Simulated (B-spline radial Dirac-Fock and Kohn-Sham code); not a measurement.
# Binding energies of Ce in different valence configurations

These are calculated numbers from an atomic code on a B-spline grid; the model is relaxed Dirac-Fock hole states (ΔSCF) with Breit and QED corrections and a finite nucleus. Correlation energy is missing from these numbers.

Reference: the tabulated ground configuration [Xe] 4f1 5d1 6s2, with 2s 6564.8 eV, 2p1/2 6174.7 eV, 3p3/2 1197.5 eV, 3d3/2 912.5 eV, 4p1/2 246.5 eV, 5p1/2 29.44 eV, Kα1 34717.0 eV, Kβ1 39253.1 eV, Lα1 4839.5 eV, Lβ2 5614.8 eV.

Shifts from the reference in eV.

```
       configuration  average energy      2s   2p1/2   3p3/2   3d3/2   4p1/2  5p1/2    Kα1    Kβ1    Lα1    Lβ2
        [Xe] 4f1 5d3           +2.18   -4.55   -4.50   -4.48   -4.46   -4.39  -3.46  +0.21  +0.18  -0.05  -0.18
    [Xe] 4f1 6s2 6p1           +1.81   +3.71   +3.70   +3.67   +3.66   +3.58  +2.88  -0.14  -0.11  +0.04  +0.17
        [Xe] 4f2 6s2           +1.91   -8.20   -8.02   -9.49   -9.27   -8.24  -3.13  +0.79  +2.19  +1.20  -0.82
    [Xe] 5d1 6s2 6p1           +6.11  +13.04  +12.81  +14.46  +14.20  +12.66  +6.14  -1.06  -2.62  -1.32  +1.39
    [Xe] 4f1 5d2 6s1           +0.64   -2.51   -2.48   -2.47   -2.45   -2.41  -1.87  +0.10  +0.08  -0.03  -0.11
        [Xe] 4f3 5d1          +11.21  -17.53  -17.17  -19.81  -19.40  -17.76  -8.10  +1.58  +4.09  +2.13  -1.31
    [Xe] 4f2 5d1 6s1           +3.12  -10.42  -10.21  -11.66  -11.43  -10.37  -4.84  +0.88  +2.26  +1.17  -0.90
[Xe] 4f1 5d1 6s1 6p1           +1.58   +1.00   +1.02   +1.03   +1.03   +1.03  +1.00  -0.02  -0.02   0.00   0.00
```
